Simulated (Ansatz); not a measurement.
Mulliken charges of `[OH][Zr]([F])([Cl])[SeH]` from B3LYP/def2-TZVPP in Ansatz (PBE0-D4/def2-TZVP geometry).

```json
{"atom": "O1", "x (Å)": "-1.860", "y (Å)": "-0.005", "z (Å)": "-0.045", "charge (e)": "-0.497"}
{"atom": "Zr2", "x (Å)": "-0.011", "y (Å)": "0.360", "z (Å)": "-0.035", "charge (e)": "1.178"}
{"atom": "F3", "x (Å)": "0.476", "y (Å)": "1.556", "z (Å)": "1.352", "charge (e)": "-0.378"}
{"atom": "Cl4", "x (Å)": "0.690", "y (Å)": "1.280", "z (Å)": "-2.079", "charge (e)": "-0.310"}
{"atom": "Se5", "x (Å)": "1.118", "y (Å)": "-1.922", "z (Å)": "0.365", "charge (e)": "-0.250"}
{"atom": "H6", "x (Å)": "-2.812", "y (Å)": "-0.058", "z (Å)": "-0.072", "charge (e)": "0.200"}
{"atom": "H7", "x (Å)": "2.401", "y (Å)": "-1.212", "z (Å)": "0.513", "charge (e)": "0.057"}
```

**Question.** By hand: the dipole of these point charges (1 e Å = 4.8032 D).

**Answer.** Σ q r = (-0.187, -0.159, 0.038) e Å, of length 0.248 e Å = 1.19 D.

**Question.** How does the dipole of the full density compare? (Estimate.)

**Answer.** The calculation gave: (-0.503, -0.054, 0.055) e Å, 2.44 D; the point charges give 0.49 times that, at 34° from its direction.

Point charges leave out the atoms' own dipoles, such as those of lone pairs, and Mulliken's split depends on the basis, so the two needn't agree.

B3LYP here is the variant with VWN-RPA as its local correlation; programs differ in this.
